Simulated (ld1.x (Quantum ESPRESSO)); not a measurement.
**Configuration tests for rhenium (TM)**

Re (Z = 75), norm-conserving Troullier–Martins (Kleinman–Bylander form), made with ld1.x (Quantum ESPRESSO) 7.5 (PBEsol, fully relativistic). Core [Xe] 4f14, reference 5d5 6s1.5 6p0 (charge +0.5). Waves: 6s (bound): rc 1.85 bohr; 6p (bound, empty): rc 3.35 bohr; 5d (bound): rc 2.20 bohr. Local part: the d channel. Core correction: a·sin(br)/r model core, default radius (core density twice the valence density).

Open shells are filled in proportion to 2j + 1 (rel_dist='average').

Energies are relative to the spin-unpolarised reference configuration 5d5 6s1.5 6p0; without spin polarisation the order of configurations can differ from experiment. Not all tests gave a result: 1 of 7 tests not solved or not reliable. Left out of the table: 5d4 6s2 6p1 (solver errors, printed error -2.6 eV). The d channel is local and has no spin–orbit splitting in the pseudo-atom. The frozen-core shift is the all-electron ΔE with the core orbitals held at their reference shape minus the fully relaxed ΔE.

| valence configuration | charge | ΔE all-electron (eV) | error AE − PS (meV) | frozen-core shift (meV) |
| --- | --- | --- | --- | --- |
| 5d5 6s2 6p0 | 0 | -3.806 | -1.5 | +0.4 |
| 5d5 6s1 6p0 | +1 | 5.493 | -1.7 | +0.4 |
| 5d4 6s2 6p0 | +1 | 6.202 | -51 | +42 |
| 5d4 6s0 6p0 | +3 | 48.989 | -124 | +143 |
| 5d3 6s0 6p0 | +4 | 88.350 | -558 | +641 |

Q: What are ΔE and the potential's error for 5d5 6s0 6p0?

A: ΔE = 21.840 eV all-electron; the error (AE − PS) is -16 meV.

Levels in the configuration 5d5 6s2 6p0:

```
   level  all-electron (eV)  pseudo (eV)
5d j=3/2             -5.944       -5.397
5d j=5/2             -5.059       -5.397
6s j=1/2             -5.986       -5.980
```

Note: ghost states, extra bound levels that the all-electron valence spectrum of the same l lacks: s at -38.5 eV, p3/2 at -13.0 eV, p1/2 at -4.0 eV. A true bound ghost makes a file unfit for plane-wave use. The potential misses its own reference levels by up to 0.6 eV.
